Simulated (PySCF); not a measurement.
Does the structure fit the spectrum?

A compound C4H9N3OSi2 gives the data below (simulated from a calculation) and was assigned the structure `Cc1ncnnc1O[SiH2][SiH3]`.

$^{13}$C{$^{1}$H} NMR (computed): δ 173.2 (C), 161.2 (C), 159.3 (CH), -9.6 (CH3).

$^{1}$H NMR (400 MHz, computed): δ 9.80 (s, 1H), 5.21 (s, 3H), 4.83 (q, 2H), 0.60 (t, 3H).

All values are calculated (PySCF 2.14.0 with density-fitted response routines): structure optimised with GFN2-xTB, NMR shieldings at PBE0/pcSseg-1/GIAO. One conformer, relativity neglected, no solvent, one averaged value for each set of equivalent atoms.

Chemical shifts δ = σref − σ; TMS for $^{1}$H, $^{13}$C, all at this level.

Q: Compare with the shifts computed for the proposed structure, pairing carbons in order of shift.

A: Structure with atom numbers: `[CH3:1][c:2]1[n:3][cH:4][n:5][n:6][c:7]1[O:8][SiH2:9][SiH3:10]`; H(Xn) means a hydrogen on atom n.

```
atom  computed for proposal  given list  difference
  C7                  168.7       173.2        -4.5
  C2                  157.9       161.2        -3.3
  C4                  157.7       159.3        -1.6
  C1                   22.8        -9.6       +32.4
```

The rms difference is 16.5 ppm and the largest +32.4 ppm at C1 (methyl carbon on an aromatic ring). The proposal doesn't fit.

Q: Which isomer fits?

A: SMILES C[SiH2]c1ncnnc1O[SiH3].

Carbon types of the structure: 2 × C, 1 × CH, 1 × CH3, leaving 5 H on heteroatoms. δC 173.2: aromatic carbon bearing oxygen; an ipso carbon deshielded by its heteroatom. δC 161.2: substituted aromatic carbon next to a ring nitrogen. δC 159.3: aromatic CH between two ring heteroatoms. δH 9.80: hydrogen on an aromatic CH between two ring heteroatoms; aromatic region.

This is the structure that produced the data.

Shifts are as computed. Against solution values, carbons near 30 ppm lie about +3 ppm off and those near 130 ppm about +5 ppm. Of 1211 compounds with measured shifts, 218 miss one by over three times the rms of a fit or turn the order of signals round; such compounds aren't used in these exercises. No couplings were computed; multiplicities are counted from neighbouring protons, with m where these are inequivalent, close in shift, in a saturated or five-membered ring or joined by F or P, and br s for small geminal =CH2 splittings.
